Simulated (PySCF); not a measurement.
Property card for `C=NC1=COC2=C1OC=C2`

C7H5NO2.
Bonds: C1–N2 (double), N2–C3, C3–C4 (aromatic), C4–O5 (aromatic), O5–C6 (aromatic), C6–C7 (aromatic), C7–C8 (aromatic), C8–O9 (aromatic), O9–C10 (aromatic), C3–C10 (aromatic), C6–C10 (aromatic). Hydrogens: H11, H12 on C1; H13 on C4; H14 on C7; H15 on C8.

Among its groups: imine and aromatic ring with oxygen.

From GFN2-xTB geometry:

```yaml
Point_group_of_the_GFN2-xTB_geometry: Cs
Rotational_constants_A_B_C_of_the_GFN2-xTB_geometry: 2.540, 1.355, 0.884 GHz
```

PBE0/def2-SVPD ground state and vertical TDDFT (core frozen in the response) (PySCF):

```yaml
Dipole_moment: 1.70 D
HOMO_energy: -6.21 eV
LUMO_energy: -1.15 eV
HOMO–LUMO_gap: 5.06 eV
Lowest_singlet_excitation: 4.39 eV (282 nm, f = 0.062)
Strongest_line_among_the_6_lowest_singlet_transitions: S3 at 5.31 eV (234 nm, f = 0.315)
Lowest_triplet_excitation_Tamm–Dancoff: 2.99 eV
Static_isotropic_polarisability: 94.3 au
Electronic_spatial_extent_⟨r²⟩_about_the_centre_of_nuclear_charge: 1242 bohr²
```

**PBE0/pcSseg-1 ground state and GIAO shieldings, non-relativistic (PySCF)**

```yaml
Lowest_Hirshfeld_atomic_charge: -0.15 e on N2
Highest_Hirshfeld_atomic_charge: +0.07 e on H13/H15
13C_chemical_shifts_computed_TMS_as_zero_by_class: 157.5 (C6), 155.9 (C1), 152.3 (C4), 149.8 (C10), 148.6 (C8), 134.6 (C3), 104.3 (C7) ppm
1H_chemical_shifts_computed_TMS_as_zero_by_class: 8.37 (H11), 8.04 (H13), 7.58 (H15), 7.53 (H12), 6.68 (H14) ppm
Isotropic_shieldings_of_nuclei_other_than_C_and_H_by_class: -103 (N2), 88 (O9), 100 (O5) ppm
Mayer_bond_orders_between_heavy_atoms: C1–N2 1.87, N2–C3 1.18, C3–C4 1.56, C4–O5 1.08, O5–C6 1.02, C6–C7 1.26, C7–C8 1.62, C8–O9 1.08, O9–C10 1.02, C10–C3 1.15, C10–C6 1.37
```

Monoisotopic mass from the formula: 135.0320 u.

With B = h/(8π²I), that is 505.379 GHz u Å² over I, the principal moments of inertia are 198.9, 372.9 and 571.9 u Å² (most abundant isotopes); the inertial defect Ic − Ia − Ib is 0.1 u Å² (zero for a rigid planar frame, negative otherwise). The principal polarisabilities are 52.4, 108.4 and 122.2 au; their mean is the isotropic value. No computed singlet falls in the visible range (750 to 380 nm, 1.65 to 3.26 eV); S1 lies 1.13 eV above its blue end. In wavenumbers S1 is 35400 cm⁻¹ (1 eV = 8065.54 cm⁻¹). The largest Löwdin shares of the HOMO are 0.21 on C4, 0.18 on C8, 0.12 on C6 and 0.10 on C10. The dipole matches unit charges of opposite sign 0.35 Å apart (1 e·Å = 4.8032 D).

Isolated species at its GFN2-xTB geometry (one conformer only).

Conformer computed: `[CH2:1]=[N:2][c:3]1[cH:4][o:5][c:6]2[cH:7][cH:8][o:9][c:10]12`: C1–N2–C3–C4 180°.
